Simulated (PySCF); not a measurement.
MSi for M along group 13

PBE0 with double-zeta basis sets in PySCF, for the lowest determinant that a PBE0 search found; no spin–orbit coupling. De refers to high-spin ground-configuration atoms. A positive dipole means M(−)Si(+).

```tsv
M	basis	state (unpaired electrons)	Re (Å)	ωe (cm⁻¹)	De (eV)	μ (D)
B	cc-pV(D+d)Z/cc-pVDZ	quartet (σ ↑, π ↑↑)	1.914	770	3.51	0.47
Al	x2c-SVPall	quartet (σ ↑, π ↑↑)	2.419	381	2.59	-1.39
In	def2-SVPD	quartet (σ ↑, π ↑↑)	2.625	258	2.35	-2.06
Tl	def2-SVP	quartet (σ ↑, π ↑↑)	2.683	234	2.22	-2.56
```

The shortest bond is that of SiB (1.914 Å), the longest that of TlSi (2.683 Å).

The rows differ in basis set, which adds steps of its own.

Down a group the atoms grow and get heavier, so bonds lengthen and wavenumbers fall; this series shows no clear exception.

These are scalar-relativistic numbers at best; spin–orbit coupling would shift them, the dissociation energy most. States were picked by a PBE0 search and need not be the measured ground states.
